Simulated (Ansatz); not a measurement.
Geometry optimisation, Ansatz 0.2.0, RKS PBE0-D4/def2-SVP.

input.yaml

```yaml
crystal:
  periodic: [false, false, false]
  atoms:
    - { symbol: Sn, position_ang: [0.0, 0.0, 0.0] }
    - { symbol: H, position_ang: [0.0, 0.0, 2.09] }
    - { symbol: Cl, position_ang: [2.2726, 0.0, -0.8025] }
    - { symbol: H, position_ang: [-0.8195, 1.4198, -0.5794] }
    - { symbol: Cl, position_ang: [-1.1351, -1.9666, -0.8025] }
    - { symbol: O, position_ang: [1.1796, -1.7912, 0.7126] }
    - { symbol: H, position_ang: [0.6132, -2.6232, 0.6281] }
    - { symbol: H, position_ang: [0.5852, -0.8886, 1.9402] }
basis:
  gaussian: { orbitals: def2-SVP }
hamiltonian:
  xc: pbe0
  dispersion: d4
relax:
  f_tol: 0.15
  max_steps: 25
  restrain:
    - { distance: [0, 5], at: 3.16, k: 30.0 }
    - { distance: [7, 1], at: 1.86, k: 30.0 }
    - { distance: [0, 1], at: 1.74, k: 30.0 }
    - { distance: [7, 5], at: 1.01, k: 30.0 }
```

Launched with:

```bash
$ ansatz run input.yaml --threads 2 --pin off --max-ram 3072MiB --backend cpu --events-out ev --progress --plain --runs-dir out
```

Task: Where does it end, and by what steps?

Result: It converged. The restraints hold the end off the free minimum. After 7 steps the energy has fallen by 3.343 eV (the restraints' own energy left out); O6 moved furthest, 0.76 Å. Parted: Sn1–O6 (2.26 → 3.16 Å). Joined: O6–H8 (1.64 → 0.98 Å).

```
step  energy less start (eV)  largest force component (eV/Å)  accepted
   0                  0.0000                           2.577       yes
   1                 -0.3556                           3.268       yes
   2                 -1.4030                           4.124       yes
   3                 -2.4891                           3.323       yes
   4                 -3.0362                           1.859       yes
   5                 -3.2058                           1.516       yes
   6                 -3.2551                           1.918       yes
   7                 -3.3428                           0.731       yes
```

```xyz
8
Properties=species:S:1:pos:R:3
Sn -0.057 0.268 -0.078
H 0.023 0.089 1.642
Cl 2.064 0.387 -1.029
H -0.965 1.582 -0.678
Cl -1.157 -1.654 -0.881
O 1.332 -2.177 1.355
H 0.677 -2.745 0.932
H 0.777 -1.599 1.923
```

The run took 22 s on 2 threads of Arm Neoverse V2 (shared host), peak memory 0.23 GiB.
